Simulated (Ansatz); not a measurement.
Input file for Ansatz (a program for electronic structure): U-CCSD(T)/aug-cc-pVTZ on BeH2Se (SMILES [BeH][SeH]), a point of a bond scan (R = 3.049 Å). The run froze 15 orbitals, filled d shells among them.

Ansatz 0.2 input:
```yaml
crystal:
  periodic: [false, false, false]
  atoms:
    - {symbol: Be, position_ang: [-0.68973544, -0.76066788, -1.41803736]}
    - {symbol: H, position_ang: [-1.88466493, -2.09575383, -3.88502654]}
    - {symbol: Se, position_ang: [0.09181580, 0.16025393, 0.22400564]}
    - {symbol: H, position_ang: [0.84647439, -1.06482192, 0.54659910]}
basis:
  gaussian:
    orbitals: aug-cc-pVTZ
correlation: {method: ccsd_t, electrons: outside_noble_gas}
scf: {omitted_lower_state_checks: [cluster_reference]}
magnetization: {spin_polarized: true, initial_magnetization: 0}
```

Give the final energy of this run.

-2415.8338 hartree (reference determinant -2415.6082, T1 diagnostic 0.066). Its determinant has ⟨S²⟩ = 0.91, a mixture of spin states.

How many basis functions does it have, and what does it roughly cost on one machine?

151 functions; very roughly 30 core-seconds.
